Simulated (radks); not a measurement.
Spherical quantum dot in the effective-mass picture: electrons in a well V = -V0 / (1 + exp((r - R)/a)) with V0 = 10.5, R = 6.06, a = 0.33, all in effective atomic units (hartree* = m*/eps^2 hartree, bohr* = eps/m* bohr), one dielectric constant everywhere. Calculated with a radial shooting solver with Libxc functionals: non-relativistic Kohn-Sham, PBE, spin-polarised, spherical densities. Levels are named by radial order and angular momentum (1s, 1p, 1d, 2s, ...), and open shells are averaged over m. Results are scaled to m* = 0.464 and eps = 4.4, for which hartree* = 652.2 meV and bohr* = 0.5018 nm.

N = 14, configuration 1s2 1p6 1d(up 5, down 1). This is the lowest configuration that the search found. Occupied and some empty levels:

| level | occupation | eigenvalue (meV) | <r> (nm) |
|---|---|---|---|
| 1s up | 1 | -4750.5 | 1.927 |
| 1s down | 1 | -4726.6 | 1.908 |
| 1p up | 3 | -4698.1 | 1.998 |
| 1p down | 3 | -4672.7 | 1.987 |
| 1d up | 5 | -4606.8 | 2.066 |
| 1d down | 1 | -4580.2 | 2.059 |
| 1f up | 0 | -4482.4 | 2.126 |
| 1f down | 0 | -4454.8 | 2.122 |
| 2s up | 0 | -4373.5 | 1.360 |
| 2s down | 0 | -4361.9 | 1.359 |
| 2p up | 0 | -4218.5 | 1.580 |
| 2p down | 0 | -4204.1 | 1.576 |

Energy (meV): total -79113.1, kinetic 3172.0, external -94500, Hartree 14624, exchange-correlation -2409.4.
